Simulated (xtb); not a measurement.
CH₂N (SMILES C#[NH+]), charge +1, singlet, from a rough starting geometry; GFN2-xTB (xtb).

xtb was given this input:
```
$ xtb mol.xyz --gfn 2 --chrg 1 --opt vtight --json

# file mol.xyz
4

C      0.51727293     0.04289876    -0.00178570
N     -0.53319138    -0.00162311    -0.03215480
H      1.62218664    -0.08817759     0.07713020
H     -1.59064848     0.11393153    -0.09568656
```

Output, abridged:

```
   ID    Z sym.   atoms
    1    6 C      1
    2    7 N      2
    3    1 H      3, 4

           -------------------------------------------------
          |                Calculation Setup                |
           -------------------------------------------------

           -------------------------------------------------
          |                 G F N 2 - x T B                 |
           -------------------------------------------------

          ...................................................
          :                      SETUP                      :
          :.................................................:
          :  # basis functions                  10          :
          :  # atomic orbitals                  10          :
          :  # shells                            6          :
          :  # electrons                        10          :
          :  max. iterations                   250          :
          :  Hamiltonian                  GFN2-xTB          :
          :  restarted?                      false          :
          :  GBSA solvation                  false          :
          :  PC potential                    false          :
          :  electronic temp.          300.0000000     K    :
          :  accuracy                    1.0000000          :
          :  -> integral cutoff          0.2500000E+02      :
          :  -> integral neglect         0.1000000E-07      :
          :  -> SCF convergence          0.1000000E-05 Eh   :
          :  -> wf. convergence          0.1000000E-03 e    :
          :  Broyden damping             0.4000000          :
          :  net charge                          1          :
          :  unpaired electrons                  0          :
          ...................................................

 iter      E             dE          RMSdq      gap      omega  full diag
   1     -5.5828783 -0.558288E+01  0.112E+01    9.33       0.0  T
   2     -5.6678715 -0.849933E-01  0.758E+00    8.73       1.0  T
   3     -5.7160570 -0.481854E-01  0.411E+00    8.54       1.0  T
   4     -5.7181754 -0.211839E-02  0.376E-01    8.12       1.0  T
   5     -5.7181823 -0.695875E-05  0.290E-01    8.24       1.0  T
   6     -5.7183125 -0.130183E-03  0.813E-02    8.22       1.0  T
   7     -5.7183268 -0.143072E-04  0.312E-02    8.22       1.6  T
   8     -5.7183296 -0.282323E-05  0.486E-03    8.22      10.3  T
   9     -5.7183297 -0.709629E-07  0.141E-03    8.22      35.4  T
[...]
 * total energy  :    -5.5213087 Eh     change       -0.2068003E-01 Eh
 * total energy  :    -5.5234790 Eh     change       -0.2170304E-02 Eh
 * total energy  :    -5.5237963 Eh     change       -0.3173097E-03 Eh
 * total energy  :    -5.5238386 Eh     change       -0.4225027E-04 Eh
 * total energy  :    -5.5240365 Eh     change       -0.1979356E-03 Eh
 * total energy  :    -5.5242574 Eh     change       -0.2209001E-03 Eh
 * total energy  :    -5.5242878 Eh     change       -0.3045973E-04 Eh
 * total energy  :    -5.5243314 Eh     change       -0.4351964E-04 Eh
 * total energy  :    -5.5243430 Eh     change       -0.1161953E-04 Eh
 * total energy  :    -5.5243468 Eh     change       -0.3790170E-05 Eh
 * total energy  :    -5.5243469 Eh     change       -0.1460636E-06 Eh
 * total energy  :    -5.5243469 Eh     change       -0.2222400E-07 Eh
   *** GEOMETRY OPTIMIZATION CONVERGED AFTER 13 ITERATIONS ***
         :: total energy              -5.524346946137 Eh    ::
[...]
         7                         -0.5559238             -15.1275
         8                         -0.3043358              -8.2814
         9                         -0.0622112              -1.6929
        10                          1.0137894              27.5866
      -------------------------------------------------------------
                  HL-Gap            0.2729120 Eh            7.4263 eV
             Fermi-level           -0.6923810 Eh          -18.8406 eV

     #   Z          covCN         q      C6AA      α(0)
     1   6 C        1.837     0.175    26.949     8.387
     2   7 N        1.770     0.152    19.251     6.497
     3   1 H        0.926     0.297     0.719     1.326
     4   1 H        0.860     0.376     0.526     1.136

 Mol. C6AA /au·bohr⁶  :        124.057684
 Mol. C8AA /au·bohr⁸  :       2908.536456
 Mol. α(0) /au        :         17.345279

Wiberg/Mayer (AO) data.
largest (>0.10) Wiberg bond orders for each atom

 ---------------------------------------------------------------------------
     #   Z sym  total        # sym  WBO       # sym  WBO       # sym  WBO
 ---------------------------------------------------------------------------
     1   6 C    3.800 --     2 N    2.908     3 H    0.884
     2   7 N    3.749 --     1 C    2.908     4 H    0.832
     3   1 H    0.912 --     1 C    0.884
     4   1 H    0.859 --     2 N    0.832
 ---------------------------------------------------------------------------

Topologies differ in total number of bonds
Writing topology from bond orders to xtbtopo.mol

molecular dipole:
                 x           y           z       tot (Debye)
 q only:       -0.198       0.042      -0.035
   full:       -0.142       0.040      -0.031       0.383
molecular quadrupole (traceless):
                xx          xy          yy          xz          yz          zz
 q only:        6.538      -0.520      -3.269       0.518      -0.029      -3.270
  q+dip:        9.713      -0.765      -4.856       0.764      -0.041      -4.857
   full:        7.399      -0.585      -3.699       0.582      -0.032      -3.700

optimized geometry written to: xtbopt.xyz

           -------------------------------------------------
          | TOTAL ENERGY               -5.524346946137 Eh   |
          | GRADIENT NORM               0.000203316912 Eh/α |
          | HOMO-LUMO GAP               7.426312469866 eV   |
           -------------------------------------------------
```
